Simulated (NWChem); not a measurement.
System: C$_{2}$H$_{6}$BeOS; SMILES C[O][Be][S]C

Parts of the log:

```
             Northwest Computational Chemistry Package (NWChem) 7.3.0
             --------------------------------------------------------

 C1  symmetry detected

                             Geometry "geometry" -> ""
                             -------------------------

 Output coordinates in angstroms (scale by  1.889725989 to convert to a.u.)

  No.       Tag          Charge          X              Y              Z
 ---- ---------------- ---------- -------------- -------------- --------------
    1 Be                   4.0000     0.29163441    -0.36566702    -0.00015194
    2 O                    8.0000     0.04766664    -1.73702218    -0.00113559
    3 C                    6.0000    -0.15569334    -3.09487672     0.00075294
    4 H                    1.0000     0.24541798    -3.55881891     0.91945291
    5 H                    1.0000    -1.23214431    -3.33585487    -0.05371502
    6 H                    1.0000     0.33895886    -3.57493766    -0.86234594
    7 S                   16.0000     0.65278314     1.50653404     0.00013211
    8 C                    6.0000    -1.04362176     2.19818001     0.00001455
    9 H                    1.0000    -1.60759649     1.89998628    -0.89434941
   10 H                    1.0000    -0.93919188     3.29160885    -0.00804629
   11 H                    1.0000    -1.60195460     1.91249752     0.90197758

 Effective nuclear repulsion energy (a.u.)     177.7338399982

                                 NWChem DFT Module
                                 -----------------

 Summary of "ao basis" -> "ao basis" (spherical)
 ------------------------------------------------------------------------------
       Tag                 Description            Shells   Functions and Types
 ---------------- ------------------------------  ------  ---------------------
 Be                         def2-svp                 5        9   3s2p
 O                          def2-svp                 6       14   3s2p1d
 C                          def2-svp                 6       14   3s2p1d
 H                          def2-svp                 3        5   2s1p
 S                          def2-svp                 8       18   4s3p1d

            General Information
            -------------------
          SCF calculation type: DFT
          Wavefunction type:  closed shell.
          No. of atoms     :    11
          No. of electrons :    46
           Alpha electrons :    23
            Beta electrons :    23
          Charge           :     0
          Spin multiplicity:     1
          Use of symmetry is: off; symmetry adaption is: off
          Maximum number of iterations: 150
          AO basis - number of functions:    99
                     number of shells:    49
          Convergence on energy requested:  1.00D-06
          Convergence on density requested:  1.00D-05
          Convergence on gradient requested:  5.00D-04

              XC Information
              --------------
                        M06-L Method XC Functional
                         M06-L Exchange Functional  1.000
                       M06-L Correlation Potential  1.000

             Grid Information
             ----------------
          Grid used for XC integration:  xfine
          Radial quadrature: Mura-Knowles
          Angular quadrature: Lebedev.
          Tag              B.-S. Rad. Rad. Pts. Rad. Cut. Ang. Pts.
          ---              ---------- --------- --------- ---------
          Be                  1.05      100          11.0      1454
          O                   0.60      100          13.0      1454
          C                   0.70      100          15.0      1454
          H                   0.35      100          16.0      1202
          S                   1.00      125          13.0      1454
          Grid pruning is: on
          Number of quadrature shells:  1125
          Spatial weights used:  Erf1

      Superposition of Atomic Density Guess
      -------------------------------------

 Sum of atomic energies:        -564.83749430

      Non-variational initial energy
      ------------------------------

 Total energy =    -567.011216
 1-e energy   =   -1127.619523
 2-e energy   =     382.874467
 HOMO         =      -0.299884
 LUMO         =      -0.006622

     ---------------------------------------------
      Total Density - Mulliken Population Analysis
     ---------------------------------------------

    Atom       Charge   Shell Charges
 -----------   ------   -------------------------------------------------------
    1 Be   4     3.20   1.99  0.45  0.07  0.62  0.07
    2 O    8     8.93   1.99  1.10  0.62  3.18  2.04  0.01
    3 C    6     5.84   1.99  0.91  0.21  1.84  0.83  0.05
    4 H    1     0.93   0.69  0.22  0.02
    5 H    1     0.93   0.69  0.22  0.02
    6 H    1     0.93   0.69  0.22  0.02
    7 S   16    16.39   2.00  1.99  1.20  0.63  5.94  1.81  2.78  0.04
    8 C    6     6.19   1.99  0.93  0.26  1.91  1.07  0.02
    9 H    1     0.88   0.67  0.19  0.02
   10 H    1     0.88   0.67  0.19  0.02
   11 H    1     0.88   0.67  0.19  0.02

   convergence    iter        energy       DeltaE   RMS-Dens  Diis-err
 ---------------- ----- ----------------- --------- --------- ---------
 d= 0,ls=0.0,diis     1   -567.7102032807 -7.45D+02  1.31D-02  6.11D-01
 d= 0,ls=0.0,diis     2   -567.5682035681  1.42D-01  8.19D-03  2.18D+00
 d= 0,ls=0.0,diis     3   -567.7921974194 -2.24D-01  2.01D-03  4.06D-02
 d= 0,ls=0.0,diis     4   -567.7947835637 -2.59D-03  9.69D-04  1.41D-02
 d= 0,ls=0.0,diis     5   -567.7927707495  2.01D-03  4.63D-04  1.69D-03
  Resetting Diis
 d= 0,ls=0.0,diis     6   -567.7931531725 -3.82D-04  6.82D-04  6.99D-04
 d= 0,ls=0.0,diis     7   -567.7933763430 -2.23D-04  3.48D-04  2.09D-04
 d= 0,ls=0.0,diis     8   -567.7933502442  2.61D-05  1.69D-04  4.62D-04
 d= 0,ls=0.0,diis     9   -567.7934146572 -6.44D-05  2.28D-05  6.23D-06
 d= 0,ls=0.0,diis    10   -567.7934150962 -4.39D-07  1.14D-05  2.43D-06
 d= 0,ls=0.0,diis    11   -567.7934153520 -2.56D-07  3.40D-06  2.56D-07

         Total DFT energy =     -567.793415351999
      One electron energy =    -1132.728720849105
           Coulomb energy =      437.513941039411
    Exchange-Corr. energy =      -50.312475540474
 Nuclear repulsion energy =      177.733839998168

 Numeric. integr. density =       46.000000099213

                       DFT Final Molecular Orbital Analysis
                       ------------------------------------

 Vector   21  Occ=2.000000D+00  E=-2.625414D-01
              MO Center= -3.2D-02, -1.3D+00, -3.7D-02, r^2= 4.3D+00
   Bfn.  Coefficient  Atom+Function         Bfn.  Coefficient  Atom+Function
  ----- ------------  ---------------      ----- ------------  ---------------
    13      0.428259   2 O  px               16      0.332301   2 O  px
    43      0.220031   5 H  s                64      0.183294   7 S  py
    27     -0.178461   3 C  px               48     -0.176712   6 H  s
     5      0.153260   1 Be py               61      0.149909   7 S  py
    15     -0.127473   2 O  pz                4     -0.123367   1 Be px

 Vector   22  Occ=2.000000D+00  E=-2.545475D-01
              MO Center=  3.9D-01,  7.1D-01, -4.4D-03, r^2= 4.6D+00
   Bfn.  Coefficient  Atom+Function         Bfn.  Coefficient  Atom+Function
  ----- ------------  ---------------      ----- ------------  ---------------
    64      0.319130   7 S  py               63      0.288944   7 S  px
    61      0.259756   7 S  py               13     -0.253540   2 O  px
    60      0.217575   7 S  px               16     -0.216326   2 O  px
     5      0.196685   1 Be py               56      0.193395   7 S  s
     2     -0.170076   1 Be s                55      0.168761   7 S  s

 Vector   23  Occ=2.000000D+00  E=-2.046652D-01
              MO Center=  4.5D-01,  1.2D+00,  1.4D-03, r^2= 2.6D+00
   Bfn.  Coefficient  Atom+Function         Bfn.  Coefficient  Atom+Function
  ----- ------------  ---------------      ----- ------------  ---------------
    65      0.625787   7 S  pz               62      0.414804   7 S  pz
    59      0.239128   7 S  pz               15     -0.148256   2 O  pz
    18     -0.145179   2 O  pz               95     -0.129955  11 H  s
    85      0.128789   9 H  s                76     -0.102727   8 C  pz
     6     -0.098307   1 Be pz               96     -0.080423  11 H  s

 Vector   24  Occ=0.000000D+00  E=-6.561896D-03
              MO Center=  1.2D-01,  5.9D-01, -2.9D-03, r^2= 4.9D+00
   Bfn.  Coefficient  Atom+Function         Bfn.  Coefficient  Atom+Function
  ----- ------------  ---------------      ----- ------------  ---------------
    73      0.977100   8 C  s                56     -0.549851   7 S  s
     7      0.429592   1 Be px               63      0.413704   7 S  px
     4     -0.379656   1 Be px               77      0.366996   8 C  px
    91     -0.364173  10 H  s                64     -0.270742   7 S  py
    72      0.255617   8 C  s                74      0.240305   8 C  px

 Vector   25  Occ=0.000000D+00  E= 1.322312D-02
              MO Center=  6.1D-02, -3.8D-01, -5.1D-04, r^2= 6.3D+00
   Bfn.  Coefficient  Atom+Function         Bfn.  Coefficient  Atom+Function
  ----- ------------  ---------------      ----- ------------  ---------------
     3      1.259749   1 Be s                56     -0.496199   7 S  s
    26     -0.377457   3 C  s                73     -0.342885   8 C  s
    12     -0.339849   2 O  s                64      0.292096   7 S  py
    55     -0.201453   7 S  s                77      0.178694   8 C  px
    11     -0.165990   2 O  s                31      0.144358   3 C  py

 Vector   26  Occ=0.000000D+00  E= 3.629652D-02
              MO Center=  1.2D-01, -2.6D-01,  8.7D-03, r^2= 5.2D+00
   Bfn.  Coefficient  Atom+Function         Bfn.  Coefficient  Atom+Function
  ----- ------------  ---------------      ----- ------------  ---------------
     9      0.632547   1 Be pz                6     -0.461272   1 Be pz
    86     -0.346343   9 H  s                96      0.343248  11 H  s
    79     -0.328285   8 C  pz               65     -0.291648   7 S  pz
    39      0.285809   4 H  s                49     -0.267347   6 H  s
    32     -0.235884   3 C  pz               18     -0.214670   2 O  pz

     ---------------------------------------------
      Total Density - Mulliken Population Analysis
     ---------------------------------------------

    Atom       Charge   Shell Charges
 -----------   ------   -------------------------------------------------------
    1 Be   4     3.42   1.99  0.32 -0.01  1.02  0.10
    2 O    8     8.62   1.99  1.09  0.64  2.91  1.98  0.01
    3 C    6     5.84   1.99  0.91  0.17  2.04  0.68  0.05
    4 H    1     0.96   0.77  0.17  0.02
    5 H    1     0.96   0.77  0.17  0.02
    6 H    1     0.96   0.77  0.17  0.02
    7 S   16    16.36   2.00  1.99  1.20  0.69  5.93  1.82  2.67  0.05
    8 C    6     6.16   1.99  0.92  0.26  2.05  0.92  0.02
    9 H    1     0.91   0.75  0.13  0.02
   10 H    1     0.90   0.75  0.13  0.02
   11 H    1     0.91   0.75  0.13  0.02

     -------------------------------------------
      Total Density - Lowdin Population Analysis
     -------------------------------------------

    Atom       Charge   Shell Charges
 -----------   ------   -------------------------------------------------------
    1 Be   4     3.81   1.96  0.37  0.13  0.97  0.39
    2 O    8     8.32   1.97  0.90  0.56  2.79  2.08  0.01
    3 C    6     5.91   1.96  0.57  0.30  1.81  1.12  0.14
    4 H    1     0.99   0.67  0.25  0.06
    5 H    1     0.99   0.67  0.25  0.06
    6 H    1     0.99   0.67  0.25  0.06
    7 S   16    15.95   2.00  1.95  0.94  0.63  5.82  1.93  2.61  0.06
    8 C    6     6.14   1.97  0.61  0.34  1.83  1.33  0.07
    9 H    1     0.97   0.65  0.25  0.07
   10 H    1     0.97   0.65  0.25  0.07
   11 H    1     0.97   0.65  0.25  0.07

     Multipole analysis of the density
     ---------------------------------

     L   x y z        total         alpha         beta         nuclear
     -   - - -        -----         -----         ----         -------
     0   0 0 0     -0.000000    -23.000000    -23.000000     46.000000

     1   1 0 0     -0.667853     -0.333927     -0.333927      0.000000
     1   0 1 0     -0.598410     -0.299205     -0.299205      0.000000
     1   0 0 1      0.000637      0.000319      0.000319      0.000000

     2   2 0 0    -27.287409    -52.180349    -52.180349     77.073290
     2   1 1 0     -2.817460      4.682983      4.682983    -12.183426
     2   1 0 1      0.000165      0.000273      0.000273     -0.000382
     2   0 2 0    -25.041418   -373.420076   -373.420076    721.798734
     2   0 1 1     -0.004505      0.007492      0.007492     -0.019490
     2   0 0 2    -28.143496    -19.795134    -19.795134     11.446771

            General Information
            -------------------
          SCF calculation type: DFT
          Wavefunction type:  closed shell.
          No. of atoms     :    11
          No. of electrons :    46
           Alpha electrons :    23
            Beta electrons :    23
          Charge           :     0
          Spin multiplicity:     1
          Use of symmetry is: off; symmetry adaption is: off
          Maximum number of iterations: 150
          AO basis - number of functions:    99
                     number of shells:    49
          Convergence on energy requested:  1.00D-06
          Convergence on density requested:  1.00D-05
          Convergence on gradient requested:  5.00D-04

              XC Information
              --------------
                        M06-L Method XC Functional
                         M06-L Exchange Functional  1.000
                       M06-L Correlation Potential  1.000

             Grid Information
             ----------------
          Grid used for XC integration:  xfine
          Radial quadrature: Mura-Knowles
          Angular quadrature: Lebedev.
          Tag              B.-S. Rad. Rad. Pts. Rad. Cut. Ang. Pts.
          ---              ---------- --------- --------- ---------
          Be                  1.05      100          11.0      1454
          O                   0.60      100          13.0      1454
          C                   0.70      100          15.0      1454
          H                   0.35      100          16.0      1202
          S                   1.00      125          13.0      1454
          Grid pruning is: on
          Number of quadrature shells:  1125
          Spatial weights used:  Erf1

          Convergence Information
          -----------------------
          Convergence aids based upon iterative change in
          total energy or number of iterations.
          Levelshifting, if invoked, occurs when the
          HOMO/LUMO gap drops below (HL_TOL):  1.00D-02
          DIIS, if invoked, will attempt to extrapolate
          using up to (NFOCK): 10 stored Fock matrices.

[...]

                         DFT ENERGY GRADIENTS

    atom               coordinates                        gradient
                 x          y          z           x          y          z
   1 Be      0.551109  -0.691010  -0.000287   -0.000349  -0.000740  -0.000004
   2 O       0.090077  -3.282496  -0.002146    0.000143   0.000932   0.000002
   3 C      -0.294218  -5.848469   0.001423   -0.000374  -0.002572   0.000007
   4 H       0.463773  -6.725193   1.737514    0.000664   0.000302   0.001214
   5 H      -2.328415  -6.303852  -0.101507   -0.001292   0.000586  -0.000075
   6 H       0.640539  -6.755653  -1.629598    0.000789   0.000282  -0.001146
   7 S       1.233581   2.846937   0.000250    0.000664   0.001328   0.000005
   8 C      -1.972159   4.153958   0.000027   -0.000982  -0.000237   0.000004
   9 H      -3.037917   3.590453  -1.690075   -0.000058  -0.000690  -0.001205
  10 H      -1.774815   6.220239  -0.015205    0.000841   0.001478  -0.000018
  11 H      -3.027255   3.614096   1.704490   -0.000045  -0.000667   0.001216
```

Level: M06-L/def2-SVP. Structure relaxed at the PBE0/def2-SVP level.

Q: Write an input that gives this output.

A: This is not unique; one that fits is the input that was run:
```
start job
memory heap 200 mb stack 900 mb global 1100 mb
geometry units angstroms noautoz
  Be     0.297643    -0.358919    -0.075322
  O      0.039402    -1.727066    -0.035053
  C     -0.177997    -3.082185     0.003908
  H      0.306475    -3.540557     0.884433
  H     -1.257210    -3.310404     0.058674
  H      0.223770    -3.578154    -0.897578
  S      0.678035     1.508542    -0.134115
  C     -1.002259     2.221121     0.024021
  H     -1.654940     1.919762    -0.806680
  H     -0.886876     3.313008    -0.008022
  H     -1.472150     1.952688     0.980072
end
basis spherical
  * library def2-svp
end
dft
  xc m06-l
  grid xfine
  iterations 150
  mulliken
end
task dft gradient
```
